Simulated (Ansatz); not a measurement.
Start from `[F][Al]([SiH3])[SH]` and change one atom or group to get `[CH3][Al]([F])[SH]`.

Ansatz, PBE0-D4/def2-TZVP geometries, multiplicity 1. Each molecule was computed in one conformer, which needn't be the lowest.

```tsv
property	`[F][Al]([SiH3])[SH]`
HOMO–LUMO gap (ωB97M-V/def2-TZVPP) / eV	10.31
LUMO energy (PBE0/def2-TZVPP) / eV	-1.49
HOMO–LUMO gap (PBE0/def2-TZVPP) / eV	6.51
size of the dipole moment (ωB97M-V/def2-TZVPP) / D	0.52
zero-point energy (PBE0-D4/def2-TZVP) / kJ/mol	96.3
size of the dipole moment (PBE/def2-TZVPP) / D	0.52
```

(1) What does the change do to each property? (An estimate is asked.)

Answers

(1) Computed: 
```
                                          property  `[CH3][Al]([F])[SH]`  shift
           HOMO–LUMO gap (ωB97M-V/def2-TZVPP) / eV                 11.21   0.90
                LUMO energy (PBE0/def2-TZVPP) / eV                 -0.39   1.10
              HOMO–LUMO gap (PBE0/def2-TZVPP) / eV                  7.46   0.95
size of the dipole moment (ωB97M-V/def2-TZVPP) / D                  2.52   2.00
    zero-point energy (PBE0-D4/def2-TZVP) / kJ/mol                 125.5   29.2
    size of the dipole moment (PBE/def2-TZVPP) / D                  2.50   1.98
```

With PBE0 the HOMO rises by 0.14 eV and the LUMO rises by 1.10 eV, so the gap widens by about 0.96 eV. PBE moves the HOMO by 0.16 eV and ωB97M-V by 0.05 eV. Dipoles are sizes alone; their direction can turn.
